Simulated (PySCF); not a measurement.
CH6BNO (SMILES CNBO), singlet, geometry from GFN2-xTB. Base run: HF/6-31G in PySCF.

Here is a job for PySCF.
```python
from pyscf import gto, scf, solvent

mol = gto.M(
    atom='''
B     0.131417   -0.022721    1.024112
H     0.320667   -0.516528    2.068896
N     0.083926   -0.839862   -0.115697
C    -0.133164   -0.468260   -1.495896
H     0.213927   -1.832676   -0.007553
H    -1.026745   -0.956453   -1.898159
H     0.722066   -0.751409   -2.118023
H    -0.269910    0.609423   -1.578541
O    -0.027990    1.318213    1.006722
H    -0.181664    1.704136    0.144296
''',
    basis='6-31g',
    charge=0,
    spin=0,
    verbose=4,
)

mf = scf.RHF(mol)
mf.kernel()
mf.analyze()
```

Each row names what was changed in the base input (with any setting that the change needs).

```tsv
change	ΔE vs base (kJ/mol)	dipole (D)	HOMO-LUMO gap (eV)
base	0.00	3.46	16.07
model = IEF-PCM; solvent = dichloromethane	[?]	3.97	16.35
model = IEF-PCM; solvent = tetrahydrofuran; lebedev_order = 41	-27.3	3.95	16.36
model = IEF-PCM; solvent = n-hexane	-11.79	3.68	16.19
model = ddCOSMO; solvent = tetrahydrofuran	[?]	[?]	[?]
model = IEF-PCM; solvent = dimethylsulfoxide	[?]	[?]	16.30
model = IEF-PCM; solvent = water	-33.7	4.06	16.30
model = IEF-PCM; solvent = tetrahydrofuran	-27.2	3.95	16.36
model = COSMO; solvent = tetrahydrofuran	-27.3	3.93	16.37
model = IEF-PCM; solvent = tetrahydrofuran; lebedev_order = 11	-26.09	3.94	16.35
model = IEF-PCM; solvent = tetrahydrofuran; vdw_scale = 1.1	-36.3	4.04	16.33
model = C-PCM; solvent = tetrahydrofuran	-29.4	3.97	16.35
```

Q: What belongs in the gaps?

A: 
- model = IEF-PCM; solvent = dichloromethane, ΔE vs base (kJ/mol): -28.4
- model = ddCOSMO; solvent = tetrahydrofuran, ΔE vs base (kJ/mol): -21.18
- model = ddCOSMO; solvent = tetrahydrofuran, dipole (D): 3.90
- model = ddCOSMO; solvent = tetrahydrofuran, HOMO-LUMO gap (eV): 16.29
- model = IEF-PCM; solvent = dimethylsulfoxide, ΔE vs base (kJ/mol): -33.2
- model = IEF-PCM; solvent = dimethylsulfoxide, dipole (D): 4.05

The base is the gas phase, so ΔE is the electrostatic part of solvation at a fixed geometry, without cavity and dispersion terms.
